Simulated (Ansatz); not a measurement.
One change: `CCSC(C)(C)C` becomes `CC(C)(C)[N]([SiH3])[GeH3]`.

Ansatz, PBE0-D4/def2-TZVP geometries, multiplicity 1. Each molecule was computed in one conformer, which needn't be the lowest.

Scalar relativity is left out up to krypton.

```csv
property,`CCSC(C)(C)C`
HOMO energy (B3LYP/def2-TZVPP) / eV,-5.93
HOMO energy (PBE/def2-TZVPP) / eV,-4.94
size of the dipole moment (PBE/def2-TZVPP) / D,1.48
size of the dipole moment (B3LYP/def2-TZVPP) / D,1.51
HOMO–LUMO gap (ωB97M-V/def2-TZVPP) / eV,10.84
LUMO energy (B3LYP/def2-TZVPP) / eV,0.62
```

Task: Give the same properties after the change, and the shifts. (Best estimate.)

Result: Computed: 
```json
{"property": "HOMO energy (B3LYP/def2-TZVPP) / eV", "`CC(C)(C)[N]([SiH3])[GeH3]`": "-6.50", "shift": "-0.57"}
{"property": "HOMO energy (PBE/def2-TZVPP) / eV", "`CC(C)(C)[N]([SiH3])[GeH3]`": "-5.43", "shift": "-0.49"}
{"property": "size of the dipole moment (PBE/def2-TZVPP) / D", "`CC(C)(C)[N]([SiH3])[GeH3]`": "1.36", "shift": "-0.12"}
{"property": "size of the dipole moment (B3LYP/def2-TZVPP) / D", "`CC(C)(C)[N]([SiH3])[GeH3]`": "1.34", "shift": "-0.17"}
{"property": "HOMO–LUMO gap (ωB97M-V/def2-TZVPP) / eV", "`CC(C)(C)[N]([SiH3])[GeH3]`": "10.97", "shift": "0.13"}
{"property": "LUMO energy (B3LYP/def2-TZVPP) / eV", "`CC(C)(C)[N]([SiH3])[GeH3]`": "0.15", "shift": "-0.47"}
```

Dipoles are sizes alone; their direction can turn.

Positive LUMOs are unbound, so they and the gaps depend on the basis.

B3LYP here is the variant with VWN-RPA as its local correlation; programs differ in this.
